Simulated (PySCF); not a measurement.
A structure optimised at r2SCAN-D4/def2-TZVP, used in a PySCF frequency run:

```xyz
4

Be    -0.0015     1.2278     0.0000
F      0.0009     2.6042     0.0000
Se    -0.0421    -0.8097     0.0000
H      1.4281    -0.8210     0.0000
```
Charge 0, spin multiplicity 1.

**Question.** Write its SMILES, formula and point group.

**Answer.** [F][Be][SeH], BeFHSe, Cs

**Question.** What are its rotational constants (standard atomic weights)?

**Answer.** 234.86, 2.5953, 2.5669 GHz
